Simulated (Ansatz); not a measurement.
Program: Ansatz. Geometries: PBE0-D4/def2-TZVP. ΔE: electronic, gas phase. CBS: MP2 limit from def2 TZ/QZ plus the TZ coupled-cluster correction, frozen cores. This one scheme is used for every species. Functionals use def2-TZVPP. HSE06 is defined as in plane-wave codes. For Ga outer-core shells are correlated without core-valence functions, which leaves a few kJ/mol of doubt a bond. Scalar relativity is left out up to krypton. One conformer a species, not always the lowest.

Reaction (ligand exchange at a Ga–O bond): `C[O][GaH][CH3]` + ethylmethylamine → `CC[N](C)[GaH][CH3]` + CH₃OH

| level | ΔE (kJ/mol) |
| --- | --- |
| HSE06-D4 | 16.0 |
| PBE0 | 21.7 |
| CAM-B3LYP | 27.0 |
| MP2/def2-QZVPP | 10.3 |

Q: What does CCSD(T)/CBS give? (An estimate is asked.)

A: The calculation gave: +11.6 kJ/mol. The listed levels differ from it by 4.4, 10.1, 15.4, -1.3 kJ/mol.

Largest T1 diagnostic among the species: 0.014.

The D4 term adds −10.0 kJ/mol with B3LYP and −5.8 kJ/mol with PBE0; it sums over pairs of atoms, weighted by their polarisabilities, and B3LYP, whose exchange is more repulsive, gets the larger term. In def2-TZVPP, CCSD(T) changes the Hartree–Fock value by −23.1 kJ/mol (the triples alone add −3.0 kJ/mol) and MP2 by −25.5 kJ/mol. At CCSD(T), def2-SVP lies +4.9 kJ/mol from the extrapolated value and def2-TZVPP +2.1 kJ/mol.

B3LYP here is the variant with VWN-RPA as its local correlation; programs differ in this.
